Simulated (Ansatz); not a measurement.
`C[N]([SiH3])[AlH][F]` + BH₃ → `[BH2][AlH][N](C)[SiH3]` + H–F  (formal exchange of groups at the Al–F bond)

Computed with Ansatz on PBE0-D4/def2-TZVP structures; ΔE is electronic, products minus reactants. CCSD(T)/CBS adds triple-zeta CCSD(T) − MP2 to the extrapolated MP2 energy (def2 sets, frozen cores). This one scheme is used for every species. Functionals use def2-TZVPP. B3LYP here is the variant with VWN-RPA as its local correlation; programs differ in this. One conformer a species, not always the lowest.

```tsv
level	ΔE (kJ/mol)	difference from CCSD(T)/CBS
PBE-D4	198.2	-16.1
PBE0-D4	201.9	-12.4
B2PLYP	226.5	12.2
r2SCAN	219.9	5.6
PBE0	204.7	-9.6
B3LYP	224.8	10.5
HF/def2-TZVPP	238.0	23.7
CCSD(T)/def2-TZVPP	214.2	-0.1
HF/CBS(def2)	240.5	26.2
MP2/CBS(def2)	223.9	9.6
CCSD(T)/CBS	214.3	0
```

Largest T1 diagnostic among the species: 0.012.

The D4 term adds −4.8 kJ/mol with B3LYP and −2.8 kJ/mol with PBE0; it sums over pairs of atoms, weighted by their polarisabilities, and B3LYP, whose exchange is more repulsive, gets the larger term. In def2-TZVPP, CCSD(T) changes the Hartree–Fock value by −23.8 kJ/mol (the triples alone add −2.8 kJ/mol) and MP2 by −14.2 kJ/mol.
